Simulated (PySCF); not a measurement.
o-cresol (`Cc1ccccc1O`). Level of theory: PBE0-D3(BJ)/def2-SVP geometry optimisation, gas phase (PySCF).

```
atom  x, y, z in Å
C1    -1.8711   -0.9669   -0.6359
C2    -0.4500   -0.5897   -0.3337
C3     0.6113   -1.4774   -0.5273
C4     1.9268   -1.1175   -0.2431
C5     2.1934    0.1605    0.2469
C6     1.1558    1.0645    0.4489
C7    -0.1598    0.6950    0.1611
O8    -1.1316    1.6100    0.3748
H9    -2.3180   -0.3125   -1.4056
H10   -1.9358   -1.9961   -1.0134
H11   -2.5132   -0.9118    0.2614
H12    0.3927   -2.4776   -0.9118
H13    2.7379   -1.8305   -0.4034
H14    3.2193    0.4592    0.4751
H15    1.3395    2.0702    0.8314
H16   -1.9841    1.2301    0.1391
```

(1) How far are the heavy atoms from their best plane (unweighted least squares)?

(2) What is the repulsion energy of the bare nuclei, Σ ZA·ZB/RAB?

(3) Work out the bond lengths C1–C2, C1–H9, C1–H10, C3–H12, C4–H13, C5–C6, C6–C7, O8–H16 in bohr.

(4) Give the dihedral angles H10–C1–C2–C7, C2–C7–O8–H16, C2–C3–C4–C5, H12–C3–C4–C5, H15–C6–C7–O8, C3–C2–C7–O8.

(5) How far apart are these pairs, which share no bond: C2···H9, C3···H16, C4···H16, C5···H12, C6···H13, H9···H11?

(6) Write the matrix of distances between heavy atoms (Å, lower triangle).

Results:

(1) 0.000 Å rms; none is more than 0.001 Å off.

(2) 348.54 Eh over 120 pairs, with full nuclear charges and distances in bohr; the largest single term is 18.79 Eh (C7 with O8).

(3) For C1–C2 the difference vector is (1.4211, 0.3772, 0.3022) Å, of length 1.5010 Å. 1 bohr = 0.529177 Å. C1–C2 2.837; C1–H9 2.088; C1–H10 2.075; C3–H12 2.067; C4–H13 2.063; C5–C6 2.628; C6–C7 2.639; O8–H16 1.819 bohr.

(4) H10–C1–C2–C7 180° (antiperiplanar); C2–C7–O8–H16 0° (synperiplanar); C2–C3–C4–C5 0° (synperiplanar); H12–C3–C4–C5 180° (antiperiplanar); H15–C6–C7–O8 0° (synperiplanar); C3–C2–C7–O8 180° (antiperiplanar). Dihedral signs follow IUPAC: positive where, seen along the central bond, the front bond turns clockwise onto the rear one.

(5) C2···H9 2.171 Å (2 bonds apart); C3···H16 3.809 Å (4 bonds apart); C4···H16 4.577 Å (5 bonds apart); C5···H12 3.398 Å (3 bonds apart); C6···H13 3.407 Å (3 bonds apart); H9···H11 1.782 Å (2 bonds apart).

(6) 
```
C1    0.000
C2    1.501  0.000
C3    2.537  1.397  0.000
C4    3.821  2.436  1.393  0.000
C5    4.309  2.808  2.405  1.394  0.000
C6    3.803  2.435  2.777  2.415  1.391  0.000
C7    2.515  1.407  2.406  2.793  2.415  1.396  0.000
O8    2.865  2.409  3.658  4.144  3.629  2.353  1.352  0.000
```

Stationary, but not proved a minimum. The numbers are those of one conformer.
